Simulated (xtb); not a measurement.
xtb input:

```bash
xtb mol.xyz --gfn 1 --opt tight --chrg 0 --uhf 0
```
mol.xyz:
```
6

As    -0.00000000     0.00000000    -0.00000000
H      0.00688244    -0.00058830     1.60544894
H     -0.00688244     0.00058830    -1.60544894
H      1.53171662     0.00083780    -0.00656605
H     -0.76658177     1.32609870     0.00377221
H     -0.76513484    -1.32693650     0.00279384
```

Q: Predict the final energy.

A: -4.98152 Eh (GFN1-xTB).
